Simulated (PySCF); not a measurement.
Numbering as in the mapped SMILES `[CH3:1][CH:2]([CH3:3])[SiH2:4]/[N:5]=[CH:6]\[C:7]([F:8])([F:9])[F:10]`; H(Xn) means a hydrogen on atom n.

PySCF calculation with shielding tensors at PBE0/pcSseg-1 (GIAO) and structure optimised with GFN2-xTB; one conformer, fast rotation and ring inversion assumed for equivalent nuclei, isolated molecule, non-relativistic.

Shifts are taken against calculated references (same method and geometry level): 13C and 1H and 29Si vs TMS; 15N against NH3; CFCl3 for 19F.

```json
{"atoms": "C1/C3", "nucleus": "13C", "count": "2", "δ (ppm)": "20.0"}
{"atoms": "N5", "nucleus": "15N", "count": "1", "δ (ppm)": "414.0"}
{"atoms": "C2", "nucleus": "13C", "count": "1", "δ (ppm)": "?"}
{"atoms": "F8/F9/F10", "nucleus": "19F", "count": "3", "δ (ppm)": "-83.9"}
{"atoms": "H(C6)", "nucleus": "1H", "count": "1", "δ (ppm)": "8.67"}
{"atoms": "H(C2)", "nucleus": "1H", "count": "1", "δ (ppm)": "?"}
{"atoms": "Si4", "nucleus": "29Si", "count": "1", "δ (ppm)": "-28.3"}
{"atoms": "H(C1)/H(C3)", "nucleus": "1H", "count": "6", "δ (ppm)": "?"}
{"atoms": "C6", "nucleus": "13C", "count": "1", "δ (ppm)": "166.7"}
{"atoms": "C7", "nucleus": "13C", "count": "1", "δ (ppm)": "122.5"}
{"atoms": "H(Si4)", "nucleus": "1H", "count": "2", "δ (ppm)": "5.19"}
```

Complete the table.

Results:


- C2: 18.2 ppm, sp3 CH bonded to Si
- H(C1)/H(C3): 1.16 ppm, hydrogen on a methyl carbon
- H(C2): 1.09 ppm, hydrogen on an sp3 CH bonded to Si

Shifts are as computed. Against solution values, carbons near 30 ppm lie about +3 ppm off and those near 130 ppm about +5 ppm. Of 1211 compounds with measured shifts, 218 miss one by over three times the rms of a fit or turn the order of signals round; such compounds aren't used in these exercises. Unscaled 19F shifts against computed CFCl3 carry errors that often reach 10 to 50 ppm. Experimental scales use liquid or dissolved standards, which lie at an offset from isolated NH3 (liquid NH3: subtract about 20 ppm). Unscaled 15N shifts of sp2 nitrogen come out 20 to 40 ppm too high even then.
